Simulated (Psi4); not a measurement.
CH3Cl3GeS (SMILES C[S][Ge]([Cl])([Cl])[Cl]), singlet, at a GFN2-xTB geometry; PBE0/def2-TZVPPD in Psi4.

Psi4 was given this input:
```
memory 2 GB

molecule mol {
0 1
  C    -2.762227    0.766347   -0.200680
  S    -1.673954   -0.324293   -1.182744
  Ge    0.240700   -0.090649   -0.014627
  Cl    1.812557   -1.242462   -0.863356
  Cl    0.847134    1.970484    0.050024
  Cl   -0.035769   -0.693369    2.030001
  H    -3.730283    0.724514   -0.688634
  H    -2.381105    1.782743   -0.215064
  H    -2.841047    0.395029    0.816390
}

set basis def2-tzvppd
set reference rks

energy('pbe0')
print_variables()
```

**Question.** Predict the main parts of the log of this Psi4 run.

**Answer.** 
```
   => Loading Basis Set <=

    Name: DEF2-TZVPPD
    Role: ORBITAL
    Keyword: BASIS

         ---------------------------------------------------------
                                   SCF
               by Justin Turney, Rob Parrish, Andy Simmonett
                          and Daniel G. A. Smith
                              RKS Reference
         ---------------------------------------------------------

  ==> Geometry <==

    Molecular point group: c1
    Full point group: C1

    Geometry (in Angstrom), charge = 0, multiplicity = 1:

       Center              X                  Y                   Z               Mass
    ------------   -----------------  -----------------  -----------------  -----------------
         C           -2.823599683558     0.782892076984    -0.205787300758    12.000000000000
         S           -1.735326683558    -0.307747923016    -1.187851300758    31.972071174400
         GE           0.179327316442    -0.074103923016    -0.019734300758    73.921177761000
         CL           1.751184316442    -1.225916923016    -0.868463300758    34.968852682000
         CL           0.785761316442     1.987029076984     0.044916699242    34.968852682000
         CL          -0.097141683558    -0.676823923016     2.024893699242    34.968852682000
         H           -3.791655683558     0.741059076984    -0.693741300758     1.007825032230
         H           -2.442477683558     1.799288076984    -0.220171300758     1.007825032230
         H           -2.902419683558     0.411574076984     0.811282699242     1.007825032230

  Running in c1 symmetry.

  Rotational constants: A =      0.03947  B =      0.02950  C =      0.02893 [cm^-1]
  Rotational constants: A =   1183.42588  B =    884.49568  C =    867.29663 [MHz]
  Nuclear repulsion =  927.948067749186407

  Charge       = 0
  Multiplicity = 1
  Electrons    = 108
  Nalpha       = 54
  Nbeta        = 54

  ==> Algorithm <==

  SCF Algorithm Type is DF.
  DIIS enabled.
  MOM disabled.
  Fractional occupation disabled.
  Guess Type is SAD.
  Energy threshold   = 1.00e-06
  Density threshold  = 1.00e-06
  Integral threshold = 1.00e-12

  ==> Primary Basis <==

  Basis Set: DEF2-TZVPPD
    Blend: DEF2-TZVPPD
    Number of shells: 120
    Number of basis functions: 346
    Number of Cartesian functions: 391
    Spherical Harmonics?: true
    Max angular momentum: 3

  ==> DFT Potential <==

   => LibXC <=

    Version 7.1.2
    S. Lehtola, C. Steigemann, M. J. T. Oliveira, and M. A. L. Marques,  SoftwareX 7, 1–5 (2018) (10.1016/j.softx.2017.11.002)

   => Composite Functional: PBE0 <=

    PBE0 Hyb-GGA Exchange-Correlation Functional

    C. Adamo and V. Barone,  J. Chem. Phys. 110, 6158 (1999) (10.1063/1.478522)
    M. Ernzerhof and G. E. Scuseria,  J. Chem. Phys. 110, 5029 (1999) (10.1063/1.478401)

    Deriv               =              1
    GGA                 =           TRUE
    Meta                =          FALSE

    Exchange Hybrid     =           TRUE
    MP2 Hybrid          =          FALSE

   => Exchange Functionals <=

    0.7500   Perdew, Burke & Ernzerhof

   => Exact (HF) Exchange <=

    0.2500               HF

   => Correlation Functionals <=

    1.0000   Perdew, Burke & Ernzerhof

   => LibXC Density Thresholds  <==

    XC_HYB_GGA_XC_PBEH:  1.00E-15

   => Molecular Quadrature <=

    Radial Scheme          =       TREUTLER
    Pruning Scheme         =           NONE
    Nuclear Scheme         =       TREUTLER

    Blocking Scheme        =         OCTREE
    BS radius alpha        =              1
    Pruning alpha          =              1
    Radial Points          =             75
    Spherical Points       =            302
    Total Points           =         194089
    Total Blocks           =           1529
    Max Points             =            256
    Max Functions          =            298
    Weights Tolerance      =       1.00E-15

   => Loading Basis Set <=

    Name: (DEF2-TZVPPD AUX)
    Role: JKFIT
[...]
  Using in-core AOs.

  ==> MemDFJK: Density-Fitted J/K Matrices <==

    J tasked:                   Yes
    K tasked:                   Yes
    wK tasked:                   No
    Algorithm:                 Core
    Schwarz Cutoff:           1E-12
    Mask sparsity (%):       9.8116
    Fitting Condition:        1E-10

   => Auxiliary Basis Set <=

  Basis Set: (DEF2-TZVPPD AUX)
    Blend: DEF2-UNIVERSAL-JKFIT
    Number of shells: 255
    Number of basis functions: 907
    Number of Cartesian functions: 1140
    Spherical Harmonics?: true
    Max angular momentum: 5

  Minimum eigenvalue in the overlap matrix is 2.6986766489E-05.
  Reciprocal condition number of the overlap matrix is 2.5001099175E-06.
    Using symmetric orthogonalization.

  ==> Pre-Iterations <==

  SCF Guess: Superposition of Atomic Densities via on-the-fly atomic UHF (no occupation information).

   -------------------------
    Irrep   Nso     Nmo
   -------------------------
     A        346     346
   -------------------------
    Total     346     346
   -------------------------

  ==> Iterations <==

                           Total Energy        Delta E     RMS |[F,P]|

   @DF-RKS iter SAD: -3891.56941249268220   -3.89157e+03   0.00000e+00
   @DF-RKS iter   1: -3893.40984057579999   -1.84043e+00   9.01561e-03 DIIS/ADIIS
   @DF-RKS iter   2: -3890.06141240329316    3.34843e+00   1.71291e-02 DIIS/ADIIS
   @DF-RKS iter   3: -3895.01773241955925   -4.95632e+00   8.53940e-04 DIIS/ADIIS
   @DF-RKS iter   4: -3895.01793981362289   -2.07394e-04   6.75880e-04 DIIS/ADIIS
   @DF-RKS iter   5: -3895.04359706973810   -2.56573e-02   9.17905e-05 DIIS
   @DF-RKS iter   6: -3895.04405957596555   -4.62506e-04   2.32629e-05 DIIS
   @DF-RKS iter   7: -3895.04408669894337   -2.71230e-05   6.62918e-06 DIIS
   @DF-RKS iter   8: -3895.04408903794820   -2.33900e-06   2.09490e-06 DIIS
   @DF-RKS iter   9: -3895.04408929784040   -2.59892e-07   4.32472e-07 DIIS
  Energy and wave function converged.

  ==> Post-Iterations <==

   Electrons on quadrature grid:
      Ntotal   =  107.9999572892 ; deviation = -4.271e-05

    Orbital Energies [Eh]
    ---------------------

    Doubly Occupied:

[...]
    Virtual:

[...]
     346A     25.894963

    Final Occupation by Irrep:
              A
    DOCC [    54 ]
    NA   [    54 ]
    NB   [    54 ]

  @DF-RKS Final Energy: -3895.04408929784040

   => Energetics <=

    Nuclear Repulsion Energy =            927.9480677491864071
    One-Electron Energy =               -7255.0894679519196870
    Two-Electron Energy =                2579.5218778746757380
    DFT Exchange-Correlation Energy =    -147.4245669697831147
    Empirical Dispersion Energy =           0.0000000000000000
    VV10 Nonlocal Energy =                  0.0000000000000000
    Total Energy =                      -3895.0440892978404008

Computation Completed

Properties will be evaluated at   0.000000,   0.000000,   0.000000 [a0]

Properties computed using the SCF density matrix

 Multipole Moments:

 ------------------------------------------------------------------------------------
     Multipole            Electronic (a.u.)      Nuclear  (a.u.)        Total (a.u.)
 ------------------------------------------------------------------------------------

 L = 1.  Multiply by 2.5417464519 to convert [e a0] to [Debye]
 Dipole X            :         11.6814283          -12.5255523           -0.8441240
 Dipole Y            :         -3.1151606            3.3767163            0.2615557
 Dipole Z            :          1.0178073           -1.0423190           -0.0245118
 Magnitude           :                                                    0.8840574

 ------------------------------------------------------------------------------------

  Variable Map:
  ----------------------------------------------------------------------------
[...]
  Array Variable Map:
  ----------------------------------------------------------------------------
[...]
[...]
```
